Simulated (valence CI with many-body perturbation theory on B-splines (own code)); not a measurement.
Values are calculated unless marked as measured or tabulated.
**Sensitivity of CI+MBPT for Rh38+**

Level of theory: relativistic CI+MBPT: five valence electrons over a frozen Dirac-Fock core [He], a basis of 6 s, 6 p, 5 d, 3 f, 1 g functions for each j, with the one-electron correlation potential Σ1 (screened to all orders), the two-electron term Σ2, the three-electron term Σ3, Breit, model QED; selected single and double excitations, second order for the rest, scaled by the run's own slope (own B-spline code, finite nucleus).

The last digits are not significant, and no measured levels were compared; by estimate large intervals hold to a few tenths of a per cent, small ones and those within an open d or f shell to about a per cent. Among the levels kept, up to 4300 cm⁻¹ of a level comes from second order outside the variational space, and about a tenth of that is noise between levels of different J, which matters for small intervals.

The reference run has the lowest level (2s^2 2p1/2^2 2p3/2) J=3/2 and an ionisation energy of 5597.82 eV. Its largest variational space holds 12691 state functions.

Levels are named by their leading jj configuration (3d3/2^4 stands for four electrons in 3d with j = 3/2), which in mixed levels can hold well under half, so a name can repeat and another be missing. Letters in brackets count levels of one name in rising energy.

Changed runs:
A. orbitals per symmetry with explicit Σ2 and valence Breit (the others get mean screening factors) 5 → 1; Breit term on → off
B. Breit term on → off; QED terms on → off
C. correlating orbitals by l 3 3 3 2 1 → 4 4 3 0 0
D. logarithmic knot step 0.27 → 1.1 (bad on purpose)

Excitation energies of the reference run in cm⁻¹, and shifts in cm⁻¹:

```tsv
Level	Reference	A	B	C	D
(2s^2 2p1/2 2p3/2^2) J=3/2	1105370	+19922	+17320	-207	+33
(2s^2 2p1/2 2p3/2^2) J=5/2	1243060	+36913	+34287	+832	+36
(2s^2 2p1/2 2p3/2^2) J=1/2	1431770	+16692	+14277	+527	+43
(2s 2p1/2^2 2p3/2^2) J=5/2	2475340	+6960	+29395	-492	+54
(2s^2 2p3/2^3) J=3/2	2543170	+43829	+39045	+323	+77
(2s 2p1/2^2 2p3/2^2) J=1/2	2895960	-7519	+14867	-22	+62
(2s 2p1/2^2 2p3/2^2) J=3/2	2905720	+2735	+25166	+581	+57
(2s 2p1/2 2p3/2^3) J=3/2 [a]	3737630	+17779	+37890	-141	+88
(2s 2p1/2 2p3/2^3) J=5/2	3947280	+33881	+53959	+702	+93
(2s 2p1/2 2p3/2^3) J=1/2	4160350	+17581	+37711	+601	+92
(2s 2p1/2 2p3/2^3) J=3/2 [b]	4256810	+27633	+47871	+1321	+91
(2s 2p3/2^4) J=1/2	5412050	+38146	+55867	+602	+132
Ionisation energy (eV)	5597.82	+2.99	+3.12	-0.28	-0.0093
```
